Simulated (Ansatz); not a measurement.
Calculated with Ansatz (gas phase, PBE0-D4/def2-TZVP geometries, no zero-point term in ΔE). CCSD(T)/CBS adds triple-zeta CCSD(T) − MP2 to the extrapolated MP2 energy (def2 sets, frozen cores). This one scheme is used for every species. DFT in def2-TZVPP. HSE06 is defined as in plane-wave codes. One conformer a species, not always the lowest.

Reaction (ligand exchange at the Si–N bond): `CN(C)[Si]O` + CH₃OH → `CO[Si]O` + `CNC`

CCSD(T)/CBS gives -41.1 kJ/mol.

(1) Another level gave -45.8 kJ/mol. Which?
A. BHLYP-D4/def2-TZVPP
B. HSE06-D4/def2-TZVPP
C. HF/def2-TZVPP
D. revPBE-D4/def2-TZVPP

Largest T1 diagnostic among the species: 0.014.

## Answers

(1) A. BHLYP-D4 -45.8, HSE06-D4 -37.9, revPBE-D4 -32.9, HF/def2-TZVPP -59.2 kJ/mol.

The D4 term adds +7.2 kJ/mol with B3LYP and +3.9 kJ/mol with PBE0; it sums over pairs of atoms, weighted by their polarisabilities, and B3LYP, whose exchange is more repulsive, gets the larger term. Leaving LDA and LC-ωPBE aside and taking each functional with its dispersion term where it has one, the values, not all of them listed here, spread over 13.7 kJ/mol, from B2PLYP to revPBE-D4. LDA lies +6.5 kJ/mol from PBE without D4. In def2-TZVPP, CCSD(T) changes the Hartree–Fock value by +17.8 kJ/mol (the triples alone add +3.1 kJ/mol) and MP2 by +19.9 kJ/mol.

B3LYP here is the variant with VWN-RPA as its local correlation; programs differ in this.
